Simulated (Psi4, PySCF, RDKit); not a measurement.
Conformational energy of C6H5FS, SMILES F/C=C\c1cccs1, singlet. Scanned: dihedral C2–C3–C4–S8; all other coordinates were relaxed at GFN2-xTB. Points at φ and −φ are mirror images. Heavy atoms are numbered in the order of the SMILES F/C=C\c1cccs1, hydrogens after them in the order of the atoms that carry them; the mirror image has the same energies with the sign of each dihedral reversed.

Methods: PBE0-D3(BJ)/def2-SVP // GFN2-xTB (Psi4); MMFF94 // GFN2-xTB (RDKit); RKS-LDA (SVWN5)/6-31G* = restricted LDA (SVWN5)/6-31G*, spherical d, density fitting // GFN2-xTB run with PySCF 2.14.0.

Energies in eV, each method relative to its own lowest point.

```json
[
 {"φ / °": "-150", "PBE0-D3(BJ)/def2-SVP": "0.068", "MMFF94": "0.039", "RKS-LDA (SVWN5)/6-31G*": "0.130"},
 {"φ / °": "-120", "PBE0-D3(BJ)/def2-SVP": "0.184", "MMFF94": "0.157", "RKS-LDA (SVWN5)/6-31G*": "0.276"},
 {"φ / °": "-90", "PBE0-D3(BJ)/def2-SVP": "0.252", "MMFF94": "0.252", "RKS-LDA (SVWN5)/6-31G*": "0.358"},
 {"φ / °": "-60", "PBE0-D3(BJ)/def2-SVP": "0.191", "MMFF94": "0.213", "RKS-LDA (SVWN5)/6-31G*": "0.267"},
 {"φ / °": "-30", "PBE0-D3(BJ)/def2-SVP": "0.066", "MMFF94": "0.167", "RKS-LDA (SVWN5)/6-31G*": "0.091"},
 {"φ / °": "0", "PBE0-D3(BJ)/def2-SVP": "0.000", "MMFF94": "0.161", "RKS-LDA (SVWN5)/6-31G*": "0.000"},
 {"φ / °": "30", "PBE0-D3(BJ)/def2-SVP": "0.066", "MMFF94": "0.167", "RKS-LDA (SVWN5)/6-31G*": "0.091"},
 {"φ / °": "60", "PBE0-D3(BJ)/def2-SVP": "0.191", "MMFF94": "0.213", "RKS-LDA (SVWN5)/6-31G*": "0.267"},
 {"φ / °": "90", "PBE0-D3(BJ)/def2-SVP": "0.252", "MMFF94": "0.252", "RKS-LDA (SVWN5)/6-31G*": "0.358"},
 {"φ / °": "120", "PBE0-D3(BJ)/def2-SVP": "0.184", "MMFF94": "0.157", "RKS-LDA (SVWN5)/6-31G*": "0.276"},
 {"φ / °": "150", "PBE0-D3(BJ)/def2-SVP": "0.068", "MMFF94": "0.039", "RKS-LDA (SVWN5)/6-31G*": "0.130"},
 {"φ / °": "180", "PBE0-D3(BJ)/def2-SVP": "0.019", "MMFF94": "0.000", "RKS-LDA (SVWN5)/6-31G*": "0.067"}
]
```
